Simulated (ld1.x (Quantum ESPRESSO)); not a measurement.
## Os (Z = 76) PAW: all-electron and pseudo phase curves

```json
{
 "Element": "osmium",
 "Generator": "ld1.x (Quantum ESPRESSO) 7.5",
 "Type": "PAW",
 "Functional": "PBEsol",
 "Relativity": "scalar-relativistic",
 "Frozen core": "[Kr] 4d10 4f14 5s2",
 "Valence charge": "14",
 "Reference configuration": "5p6 5d6 6s1 6p0 (charge +1)",
 "Partial waves": "6s (bound): rcut 1.90, rcutus 2.45 bohr; 6s channel at 0.3 Ry: rcut 1.90, rcutus 2.45 bohr; 5p (bound): rcut 1.75, rcutus 2.15 bohr; 6p (bound, empty): rcut 1.75, rcutus 2.15 bohr; 5d (bound): rcut 1.40, rcutus 1.50 bohr; 5d channel at 0.4 Ry: rcut 1.40, rcutus 1.50 bohr; 5f channel at -0.05 Ry: rcut 2.30, rcutus 2.85 bohr; 5f channel at 0.45 Ry: rcut 2.30, rcutus 2.85 bohr",
 "Local potential": "all-electron potential smoothed inside 1.15 bohr (lloc = -1)",
 "Core correction": "Bessel-smoothed model core inside 0.80 bohr",
 "Augmentation charge": "BESSEL, radius 1.40 bohr"
}
```

The phase is arctan(r·u′/u) with u = r·R(r), unwrapped; energies in Ry, scanned from -6 to 5 Ry. A pole is an energy at which the radial function vanishes at the test radius. The pseudo phase is shifted by a multiple of π to meet the all-electron one at the reference energy, and phase errors are pseudo minus all-electron; the curves can meet again beyond the range given. Levels narrower than the energy grid can be missing from the lists of poles.

| channel | radius (bohr) | reference energy (Ry) | poles, all-electron | poles, pseudo | unbroken range about the reference energy with phases within 0.05 rad | phase error 1 Ry above the reference energy (rad) |
| --- | --- | --- | --- | --- | --- | --- |
| s | 3.08 | -0.97 | 0.07 | 0.07, 2.66 | below 2.2 | +0.000 |
| p | 3.08 | -0.52 | -4.32, 1.32 | -4.32, -3.41, 1.04 | -3.3 to 1.2 | -0.025 |
| d | 3.08 | -1.04 | -0.85, 3.54 | -0.85, 3.53 | the whole range | +0.000 |
| f | 3.08 | -0.05 | -4.41, 2.17 | 1.75, 2.71 | -4.4 to 1.6 | -0.005 |

Note: ghost state, extra bound levels that the all-electron valence spectrum of the same l lacks: s at -726.0 eV (p not tested). A true bound ghost makes a file unfit for plane-wave use. Its overlap operator is not positive definite in a basis up to 400 Ry (lowest eigenvalue p -0.42), so the file is unfit for use: the generalised eigenproblem breaks down once the basis is large enough, and its test numbers describe a broken file.

Phases in the p channel:

```json
{"E (Ry)": "-6.00", "all-electron": "1.424", "pseudo": "4.566"}
{"E (Ry)": "-5.74", "all-electron": "1.420", "pseudo": "4.562"}
{"E (Ry)": "-5.48", "all-electron": "1.415", "pseudo": "4.558"}
{"E (Ry)": "-5.22", "all-electron": "1.409", "pseudo": "4.552"}
{"E (Ry)": "-4.96", "all-electron": "1.403", "pseudo": "4.546"}
{"E (Ry)": "-4.70", "all-electron": "1.393", "pseudo": "4.536"}
{"E (Ry)": "-4.44", "all-electron": "1.357", "pseudo": "4.503"}
{"E (Ry)": "-4.18", "all-electron": "-1.728", "pseudo": "1.417"}
{"E (Ry)": "-3.92", "all-electron": "-1.750", "pseudo": "1.399"}
{"E (Ry)": "-3.66", "all-electron": "-1.763", "pseudo": "1.397"}
{"E (Ry)": "-3.40", "all-electron": "-1.774", "pseudo": "-2.073"}
{"E (Ry)": "-3.14", "all-electron": "-1.787", "pseudo": "-1.809"}
{"E (Ry)": "-2.88", "all-electron": "-1.802", "pseudo": "-1.815"}
{"E (Ry)": "-2.62", "all-electron": "-1.820", "pseudo": "-1.830"}
{"E (Ry)": "-2.36", "all-electron": "-1.841", "pseudo": "-1.850"}
{"E (Ry)": "-2.10", "all-electron": "-1.869", "pseudo": "-1.877"}
{"E (Ry)": "-1.84", "all-electron": "-1.906", "pseudo": "-1.914"}
{"E (Ry)": "-1.58", "all-electron": "-1.958", "pseudo": "-1.965"}
{"E (Ry)": "-1.32", "all-electron": "-2.036", "pseudo": "-2.044"}
{"E (Ry)": "-1.06", "all-electron": "-2.169", "pseudo": "-2.176"}
{"E (Ry)": "-0.80", "all-electron": "-2.432", "pseudo": "-2.436"}
{"E (Ry)": "-0.54", "all-electron": "-3.004", "pseudo": "-3.004"}
{"E (Ry)": "-0.28", "all-electron": "-3.785", "pseudo": "-3.791"}
{"E (Ry)": "-0.02", "all-electron": "-4.228", "pseudo": "-4.243"}
{"E (Ry)": "0.24", "all-electron": "-4.434", "pseudo": "-4.454"}
{"E (Ry)": "0.50", "all-electron": "-4.546", "pseudo": "-4.571"}
{"E (Ry)": "0.76", "all-electron": "-4.617", "pseudo": "-4.649"}
{"E (Ry)": "1.02", "all-electron": "-4.667", "pseudo": "-4.708"}
{"E (Ry)": "1.28", "all-electron": "-4.707", "pseudo": "-4.759"}
{"E (Ry)": "1.54", "all-electron": "-4.739", "pseudo": "-4.811"}
{"E (Ry)": "1.80", "all-electron": "-4.769", "pseudo": "-4.873"}
{"E (Ry)": "2.06", "all-electron": "-4.798", "pseudo": "-4.959"}
{"E (Ry)": "2.32", "all-electron": "-4.827", "pseudo": "-5.112"}
{"E (Ry)": "2.58", "all-electron": "-4.860", "pseudo": "-5.499"}
{"E (Ry)": "2.84", "all-electron": "-4.898", "pseudo": "-6.567"}
{"E (Ry)": "3.10", "all-electron": "-4.947", "pseudo": "-7.298"}
{"E (Ry)": "3.36", "all-electron": "-5.016", "pseudo": "-7.537"}
{"E (Ry)": "3.62", "all-electron": "-5.124", "pseudo": "-7.645"}
{"E (Ry)": "3.88", "all-electron": "-5.322", "pseudo": "-7.707"}
{"E (Ry)": "4.14", "all-electron": "-5.751", "pseudo": "-7.748"}
{"E (Ry)": "4.40", "all-electron": "-6.545", "pseudo": "-7.778"}
{"E (Ry)": "4.66", "all-electron": "-7.142", "pseudo": "-7.801"}
{"E (Ry)": "4.92", "all-electron": "-7.412", "pseudo": "-7.820"}
```
